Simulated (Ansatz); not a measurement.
This geometry of BClH3N + BrH (8 atoms, charge 0, multiplicity 1) is a first-order saddle point.

Level of theory: RKS B3LYP/def2-mTZVP (Ansatz 0.2.0).

```xyz
8
Properties=species:S:1:pos:R:3
B 0.051 0.089 0.218
N 0.069 -0.152 1.705
H -0.818 0.008 2.180
H 0.837 0.274 2.221
Cl 1.491 0.735 -0.521
H -0.960 -0.023 -0.369
Br 0.420 -2.897 0.699
H 0.235 -1.314 1.649
```

Which two structures does it join? (They come from a converged band through this point; their orientation in space is the band's.)

Bonds broken: Br7–H8. Bonds formed: B1–Br7, N2–H8. BClH3N + BrH becomes BBrClH4N.

First end point:

```xyz
8
Properties=species:S:1:pos:R:3
B -0.016 0.494 0.156
N 0.033 0.159 1.509
H -0.805 -0.048 2.036
H 0.846 0.320 2.089
Cl 1.459 1.050 -0.671
H -1.018 0.388 -0.464
Br 0.426 -3.530 1.714
H 0.400 -2.113 1.413
```

Last end point:

```xyz
8
Properties=species:S:1:pos:R:3
B 0.026 -0.498 0.207
N 0.182 -0.163 1.785
H -0.635 -0.481 2.307
H 0.300 0.841 1.933
Cl 1.577 0.144 -0.576
H -0.954 0.039 -0.191
Br -0.170 -2.524 0.148
H 1.001 -0.637 2.167
```

How far does it lie above each of them?

0.66 eV above the first and 1.16 eV above the second. This is the barrier of this one path; another mechanism may lie lower. The orbitals stay closed-shell, which can raise the energy where a bond breaks towards radicals; this wasn't checked here.

Time of the run: 120 s on 4 threads of Arm Neoverse V1 (shared host), peak memory 0.25 GiB.
